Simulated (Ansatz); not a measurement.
**Competing steps**

Reactants: SiNH₅O ([NH2][SiH2][OH]) + AsH₃ (brackets give SMILES or just the links). Saddle points were found for several chosen steps; others may exist. Gas-phase electronic energies, without zero-point energy, by CCSD(T) at an estimated basis limit (MP2 extrapolated from triple and quadruple zeta, plus CCSD(T) − MP2 in triple zeta); Ansatz 0.2.0, def2-TZVPP and QZVPP, frozen cores, on PBE0-D4/def2-TZVP structures. Extrapolation: Hartree–Fock as exp(−7.88 √X), correlation as X^−2.97. No counterpoise correction.

Task: Rank the steps by the energy of their saddle points, lowest first, and give each saddle's height above the lowest. (Judge from chemistry; the value comes from the calculation.)
A. four-centre ligand exchange, to SiAsH₅O ([OH][SiH2][AsH2]) + NH₃ (breaks or loosens As–H, N–Si; forms As–Si, H–N)
B. four-centre ligand exchange, to SiAsNH₆ ([NH2][SiH2][AsH2]) + H₂O (breaks or loosens As–H, O–Si; forms As–Si, H–O)

Result: Computed: A (0.00 kcal/mol), B (12.91 kcal/mol). Heights count from the lowest.

The lowest of these saddles lies at 30.50 kcal/mol relative to the separated reactants.

Task: Does the lowest of these saddles lead to the lowest end structure (the products still in contact)? (A judgement: the text doesn't fix the answer.)

Result: Computed: Yes. Relative to the separated reactants, the ends lie at 5.20 (SiAsH₅O ([OH][SiH2][AsH2]) + NH₃); 16.49 (SiAsNH₆ ([NH2][SiH2][AsH2]) + H₂O) kcal/mol.

The T1 diagnostic stays at or below 0.013. The filled d shells of As are correlated in sets not built for that, so values that involve them are less sure.

For scale, one of the runs: CCSD(T)/def2-TZVPP, 264 basis functions, launched by `ansatz run in.yaml --threads 8 --pin off --events-out ev --progress --plain --max-ram 19148MiB`. The run took 2.6 min on 8 CPU threads of an Arm Neoverse V2 (shared host), with 6.5 GiB of host memory at its peak.
